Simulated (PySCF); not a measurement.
# Basis and Hamiltonian dependence of the ionisation energy of Tc⁺

Tc⁺ [Kr] 4d5 5s1 (7S) → Tc²⁺ [Kr] 4d5 (6S). Calculated with PySCF 2.14 from differences of total energies of unrestricted determinants, without spin-orbit coupling. Values in eV.

| basis | Hamiltonian | functions | UHF | LDA | PBE0 | MP2 (valence) | CCSD(T) (valence) | CCSD(T) (valence and next inner shell) |
| --- | --- | --- | --- | --- | --- | --- | --- | --- |
| cc-pVDZ-PP with ECP28MDF | ECP | 38 | 14.204 | 15.907 | n/a | 14.654 | n/a | n/a |
| def2-TZVP with the def2 core potential (28 electrons) | ECP | 40 | 14.288 | n/a | n/a | 14.732 | n/a | n/a |
| x2c-SVPall | spin-free X2C | 53 | 14.216 | 15.746 | n/a | 14.570 | n/a | n/a |
| aug-cc-pVDZ-PP with ECP28MDF | ECP | 54 | 14.215 | 15.910 | 15.339 | 14.736 | 14.793 | n/a |
| def2-TZVPPD with the def2 core potential (28 electrons) | ECP | 56 | 14.288 | 15.985 | 15.402 | 14.840 | 14.880 | 15.156 |
| cc-pVTZ-PP with ECP28MDF | ECP | 63 | 14.236 | 15.968 | n/a | 14.809 | n/a | n/a |
| ANO-RCC-VTZP | spin-free X2C | 68 | 14.249 | 15.868 | 15.303 | 14.811 | 14.855 | 15.106 |
| aug-cc-pVTZ-PP with ECP28MDF | ECP | 88 | 14.240 | 15.971 | 15.381 | 14.827 | 14.877 | n/a |
| x2c-TZVPPall with one added diffuse shell each of s, p, d, f type | spin-free X2C | 95 | 14.249 | 15.862 | 15.302 | 14.803 | 14.847 | 15.114 |
| aug-cc-pVTZ-DK | spin-free X2C | 102 | 14.249 | 15.903 | 15.323 | 14.835 | 14.886 | n/a |
| x2c-QZVPPall | spin-free X2C | 118 | 14.247 | 15.883 | 15.318 | 14.837 | n/a | n/a |
| aug-cc-pwCVTZ-PP with ECP28MDF | ECP | 122 | 14.242 | 15.968 | 15.383 | 14.837 | 14.883 | n/a |
| dyall-av2z | non-relativistic | 136 | 13.713 | 15.308 | 14.750 | 14.210 | n/a | n/a |
| aug-cc-pwCVTZ-DK with one added diffuse shell each of s, p, d, f, g type | spin-free X2C | 161 | 14.245 | n/a | n/a | n/a | n/a | n/a |

Frozen in the all-electron rows: valence: [Kr]; valence and next inner shell: [Ar] 3d10; with a core potential, the same shells as far as they lie outside it.

Non-relativistic rows lack the scalar-relativistic shift.

Reference for a calculation without spin-orbit coupling: 15.26 (s) eV (semi-empirical (NIST evaluation); NIST).
